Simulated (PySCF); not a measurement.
**A small calculation by hand: entropy of an ideal gas**

Sn(H)2(F)(NH2) (FH4NSn), SMILES [NH2][SnH2][F].

Geometry: PBE0-D3(BJ)/def2-SVP. The def2 effective core potentials stand for the cores of Sn; spin–orbit coupling is left out. The values are those of a single conformer.

PBE0-D3(BJ)/def2-SVP (PySCF) gives the harmonic wavenumbers 175, 203, 402, 510, 552, 617, 629, 676, 683, 851, 1539, 1969, 1982, 3565, 3668 cm⁻¹ and the rotational temperatures 0.5222, 0.2468, 0.1819 K. The molar mass is 155.75 g/mol, the symmetry number 1, the spin multiplicity 1.

Problem. Work out the entropy at 298.15 K and 1 atm in the rigid-rotor, harmonic-oscillator model.

Solution. 
Translation (Sackur–Tetrode at 1 atm): S = R[1.5 ln M + 2.5 ln T − 1.16487] = 171.7 J/(mol K).
Rotation: q = (√π/σ) T^1.5/√(θA θB θC) = 59600, S = R[ln q + 3/2] = 103.9 J/(mol K).
Vibration: with u = 1.4388 ν/T, each mode gives R[u/(e^u − 1) − ln(1 − e^−u)]:
| ν (cm⁻¹) | modes | u | S (J/(mol K)) |
|---|---|---|---|
| 175 | 1 | 0.84 | 9.96 |
| 203 | 1 | 0.98 | 8.81 |
| 402 | 1 | 1.94 | 4.00 |
| 510 | 1 | 2.46 | 2.65 |
| 552 | 1 | 2.66 | 2.26 |
| 617 | 1 | 2.98 | 1.76 |
| 629 | 1 | 3.04 | 1.68 |
| 676 | 1 | 3.26 | 1.41 |
| 683 | 1 | 3.30 | 1.37 |
| 851 | 1 | 4.11 | 0.71 |
| 1539 | 1 | 7.43 | 0.04 |
| 1969 | 1 | 9.50 | 0.01 |
| 1982 | 1 | 9.56 | 0.01 |
The stiffer modes add less than 0.005 each. Sum 34.7 J/(mol K).
Spin: R ln 1 = 0.0 J/(mol K).
Total 310.3 J/(mol K); the program's own thermochemistry gives 310.3. Translation makes up 55 % and vibration 11 %. Anharmonicity, hindered rotation and orbital degeneracy are left out.
